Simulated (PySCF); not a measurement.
Spinor energies of Gd³⁹⁺ (gadolinium, charge +39)

Start: [Ar] 3d7; 3d3/2 filled at m_j = -3/2, -1/2, +1/2, +3/2; 3d5/2 filled at m_j = +1/2, +3/2, +5/2. Calculated with PySCF 2.14 in an even-tempered Gaussian basis (16 s from 8.1 bohr⁻², ratio 2.8; 12 p from 11 bohr⁻², ratio 2.8; 8 d from 11 bohr⁻², ratio 2.8; 3 f from 39 bohr⁻², ratio 3): generalised Hartree-Fock with the X2C-1e Hamiltonian and a Gaussian nucleus; one run each with spin-orbit coupling (SO) switched off, then screened by Boettger's factors.

| spinor shell | electrons | ε, spin-free (eV) | ε, screened SO (eV) | weight of nominal j (screened SO) | rms radius, screened SO (bohr) |
| --- | --- | --- | --- | --- | --- |
| 1s1/2 | 2 | -52410.9 | -52399.9 | 1.000 | 0.0249 |
| 2s1/2 | 2 | -10318.3 | -10314.0 | 1.000 | 0.100 |
| 2p1/2 | 2 | -9390.6 | -9888.9 | 1.000 | 0.0860 |
| 2p3/2 | 4 | -9390.6 | -9174.3 | 1.000 | 0.0922 |
| 3s1/2 | 2 | -3604.7 | -3603.4 | 1.000 | 0.252 |
| 3p1/2 | 2 | -3307.7 | -3428.4 | 0.998 | 0.243 |
| 3p3/2 | 4 | -3307.7 | -3254.5 | 0.999 | 0.255 |
| 3d3/2 | 4 | -2963.1 | -2981.2 | 0.974 | 0.223 |
| 3d5/2 | 3 | -2963.1 | -2947.4 | 0.976 | 0.226 |

| quantity | spin-free | screened SO |
| --- | --- | --- |
| E (hartree) | -10197.00476 | -10205.42345 |
| M_J | 9/2 | 9/2 |
| ⟨J²⟩ | 24.750 | 24.751 |
| ⟨L²⟩ | 12.000 | 15.245 |
| ⟨S²⟩ | 3.750 | 2.716 |

Each row is a mean over spinors that exchange with the open shell spreads, by up to 36.586 eV (3p3/2).

Breit and QED terms are absent; they matter most for the inner s and p1/2 levels.

Densities and radii are taken from the X2C orbitals without a picture-change correction, which distorts them close to the nucleus.

Without spin-orbit coupling the j labels of p, d and f shells carry no meaning; the spin-free column gives the mean over the occupied spinors of each nl shell.
